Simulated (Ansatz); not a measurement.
Compare A (`C[BH][AlH][OH]`) with its isomer B (`[CH3][AlH][BH]O`).

Isolated molecules relaxed with PBE0-D4/def2-TZVP in Ansatz; ΔE leaves out vibrations. CBS: MP2 limit from def2 TZ/QZ plus the TZ coupled-cluster correction, frozen cores. DFT in def2-TZVPP. B3LYP here is the variant with VWN-RPA as its local correlation; programs differ in this. Each species was taken in one conformer, which may not be the lowest.

Problem. Which isomer does CCSD(T)/CBS put lower? Give the gap. (An estimate is asked.)

Solution. Ansatz gave: A, by 4.0 kcal/mol.

Problem. Give E(B) − E(A) in kcal/mol with B3LYP-D4, PBE0-D4, CCSD/def2-TZVPP, r2SCAN-D4, BLYP-D4, CCSD(T)/def2-TZVPP, B2PLYP. (Estimate.)

Solution. Ansatz gave: B3LYP-D4 3.8, PBE0-D4 2.9, CCSD/def2-TZVPP 4.1, r2SCAN-D4 3.9, BLYP-D4 3.3, CCSD(T)/def2-TZVPP 3.4, B2PLYP 4.1. None reverses the order clearly.

Problem. Does the order hold for the free energy at 298.15 K (harmonic terms from PBE0-D4)? (Best estimate.)

Solution. Ansatz gave: Yes: G(B) − G(A) = +3.9 kcal/mol, for one conformer each. Modes under 60 cm⁻¹, often nearly free rotors, make the harmonic entropy too high.

Largest T1 diagnostic: 0.013.

At CCSD(T), def2-SVP lies −3.2 kcal/mol from the extrapolated value and def2-TZVPP −0.6 kcal/mol. From PBE to PBE0 (25 % exact exchange), in def2-TZVPP and without D4, E(B) − E(A) moves by +0.8 kcal/mol.
